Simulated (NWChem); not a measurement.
Molecule: C2H4F2OSi; SMILES C(=C)O[SiH](F)F

```xyz
10

C      0.5356    -2.4268     0.0849
C     -0.6126    -1.8271    -0.2282
O     -0.8019    -0.4886    -0.3673
Si     0.0033     0.7497     0.3552
F     -0.6461     2.0904    -0.2296
F      1.5558     0.7399    -0.0636
H      1.4643    -1.8709     0.2374
H      0.5650    -3.5139     0.1675
H     -1.5328    -2.3876    -0.4209
H     -0.0976     0.7202     1.8218
```
Atoms are numbered in this order, from 1.

Geometry: optimised at PBE0/def2-SVP.

Q: Give the principal values of the shielding tensors (ppm) of C1, C2, O3, Si4, F5 from B3LYP/6-311G** (spherical d), GIAO (NWChem), with their diamagnetic and paramagnetic parts as GIAO splits them.

A: 
```json
[
 {"atom": "C1", "σ11": "-16.7", "σ22": "113.5", "σ33": "155.2", "isotropic": "84.0", "diamagnetic": "256.3", "paramagnetic": "-172.3"},
 {"atom": "C2", "σ11": "-78.2", "σ22": "71.7", "σ33": "101.8", "isotropic": "31.8", "diamagnetic": "251.8", "paramagnetic": "-220.1"},
 {"atom": "O3", "σ11": "140.4", "σ22": "179.7", "σ33": "256.8", "isotropic": "192.3", "diamagnetic": "394.4", "paramagnetic": "-202.1"},
 {"atom": "Si4", "σ11": "392.6", "σ22": "405.5", "σ33": "415.2", "isotropic": "404.4", "diamagnetic": "879.1", "paramagnetic": "-474.7"},
 {"atom": "F5", "σ11": "255.1", "σ22": "299.3", "σ33": "407.1", "isotropic": "320.5", "diamagnetic": "471.0", "paramagnetic": "-150.5"}
]
```
